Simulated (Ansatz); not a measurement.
Cost and result for the atomization energy of `Cl[SiH2][GeH2][Cl]` (8 atoms, 7 bonds).

| atom | x (Å) | y (Å) | z (Å) |
| --- | --- | --- | --- |
| Cl1 | -1.488 | 2.198 | 0.586 |
| Si2 | -0.988 | 0.201 | 0.658 |
| Ge3 | 0.967 | -0.138 | -0.658 |
| Cl4 | 1.388 | -2.258 | -0.492 |
| H5 | -0.731 | -0.171 | 2.069 |
| H6 | -2.118 | -0.589 | 0.115 |
| H7 | 2.204 | 0.601 | -0.127 |
| H8 | 0.765 | 0.157 | -2.151 |

The species carries charge 0 and has multiplicity 1. Correlated methods include outer-core shells of Ge, which these sets cover unevenly. Scalar relativity is left out up to krypton. The structure was optimised at the PBE0-D4/def2-TZVP level. It is one conformer, not always the lowest. Program: Ansatz. All runs use 4 threads of an Arm Neoverse V2 on a shared host. Times are those of one run each, without the atoms' runs, and a repeat can differ threefold. Electronic energies, without spin–orbit coupling; frozen cores. CCSD(T)/CBS adds CCSD(T) − MP2 in def2-TZVPP to the MP2 limit, and its time is that of the two runs behind it. T1 = 0.010. With those shells the extrapolation isn't a true limit. B3LYP takes the VWN-RPA correlation (the form of Gaussian; ORCA's B3LYP/G).

CCSD(T)/CBS is a level of theory with its own doubt, some kJ/mol a heavy atom from the limit and from the frozen cores, so smaller differences don't rank the functionals.

```
                             level  functions  wall time  atomization (kcal/mol)  difference from CCSD(T)/CBS  per bond
   PBE-D4/def2-TZVPP (with forces)        230      2.2 s                   532.4                         -5.5      -0.8
                PBE0-D4/def2-TZVPP        230      3.5 s                   530.9                         -7.0      -1.0
r2SCAN-D4/def2-TZVPP (with forces)        230      4.6 s                   538.4                          0.5       0.1
                 B2PLYP/def2-TZVPP        230      4.8 s                   524.0                        -13.9      -2.0
 B3LYP-D4/def2-TZVPP (with forces)        230        5 s                   528.9                         -9.0      -1.3
                ωB97X-V/def2-TZVPP        230        8 s                   541.5                          3.6       0.5
  ωB97M-V/def2-TZVPP (with forces)        230       12 s                   534.9                         -3.0      -0.4
                    MP2/def2-QZVPP        419       17 s                   534.8                         -3.1      -0.4
                CCSD(T)/def2-TZVPP        230      110 s                   523.5                        -14.4      -2.1
                 CCSD(T)/CBS(def2)          –    2.1 min                   537.9                          0.0       0.0
```

In def2-TZVPP, CCSD(T) changes the Hartree–Fock value by +122.4 kcal/mol (the triples alone add +7.3 kcal/mol) and MP2 by +125.3 kcal/mol; breaking electron pairs costs correlation energy, which Hartree–Fock lacks. From PBE to PBE0 (25 % exact exchange), in def2-TZVPP and without D4, the atomization energy moves by −0.8 kcal/mol: exact exchange takes away binding that semilocal exchange gives to molecules. The D4 term adds +8.5 kcal/mol with B3LYP and +4.5 kcal/mol with PBE0; it sums over pairs of atoms, weighted by their polarisabilities, and B3LYP, whose exchange is more repulsive, gets the larger term.

For some Ge, Se and Sn compounds the MP2-based and the directly extrapolated limit differ by 10 to 25 kJ/mol.
